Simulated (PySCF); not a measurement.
C5H9ClOSi2.
Z-matrix (Å and degrees, GFN2-xTB geometry), rows numbered from 1:
```
O 
Si  1  1.6289
C   2  1.8909  1  111.24
C   3  1.3317  2  124.45  1   100.44
Si  4  1.8793  3  123.08  2     1.62
C   5  1.9290  4  108.37  3   -98.80
Cl  6  1.7798  5  110.61  4    59.44
C   5  1.8793  4  109.89  3    19.39
C   8  1.3316  5  123.10  4   -19.36
H   1  0.9569  2  120.21  3   -60.02
H   2  1.4599  1  101.98  3  -119.81
H   3  1.0855  2  116.80  1   -77.79
H   4  1.0862  3  119.42  2  -178.39
H   5  1.4733  4  112.17  3   144.88
H   6  1.0876  5  112.39  4   -59.21
H   6  1.0876  5  112.40  4   178.09
H   8  1.0861  5  117.54  4   160.52
H   9  1.0854  2  116.81  1    77.88
```

NICS is the negative of the GIAO shielding at a point without a nucleus: at the ring centre (0) and 1 Å above and below it (1); zz is the component along the ring normal. Level: GIAO PBE0/pcSseg-1 (PySCF, non-relativistic, gas phase) on the GFN2-xTB geometry, one conformer.

Ring bond lengths (Å), with Mayer bond orders in brackets: Si2–C3 1.891 (0.84), C3–C4 1.332 (1.93), C4–Si5 1.879 (0.91), Si5–C8 1.879 (0.91), C8–C9 1.332 (1.93), C9–Si2 1.891 (0.84).

Question: What do the NICS probes read (ppm)?

Answer: 
| ring | type | NICS(0) | NICS(1), two faces | NICS(1)zz, two faces | rms pucker (Å) | centre to ring atoms, mean (Å) |
| --- | --- | --- | --- | --- | --- | --- |
| Si2–C3–C4–Si5–C8–C9 | 6-membered ring with 2 Si; formal bonds 2 double, 4 single | 0.8 | -0.7 / -1.6 | 1.3 / 2.2 | 0.15 | 1.69 |

Question: What can be read from them?

Answer: 
- Si2–C3–C4–Si5–C8–C9: mean NICS(1)zz 1.8 ppm, near zero. Si2, Si5 have four or more neighbours, so the value isn't read as a sign of a π ring current.

Question: At the first NICS(1) probe listed for ring Si2–C3–C4–Si5–C8–C9, 1 Å off the ring, how large is the induced field along the normal in 9.4 T applied along it?

Answer: NICSzz × B0 = 1.3 ppm × 9.4 T = 12 μT, along the applied field.

Question: List the ring angles and the Hirshfeld charges of the ring atoms.

Answer: 
- Si2–C3–C4–Si5–C8–C9: Si2 107.9° (+0.403 e), C3 124.4° (-0.129 e), C4 123.1° (-0.135 e), Si5 109.9° (+0.352 e), C8 123.1° (-0.135 e), C9 124.4° (-0.129 e); sum 712.9° against 720° for a flat convex ring.

Time: 77 s wall; peak memory 1.1 GiB. Hardware: an Arm Neoverse N1 with one thread, on a shared host. This is the whole shielding run at PBE0/pcSseg-1, SCF included.
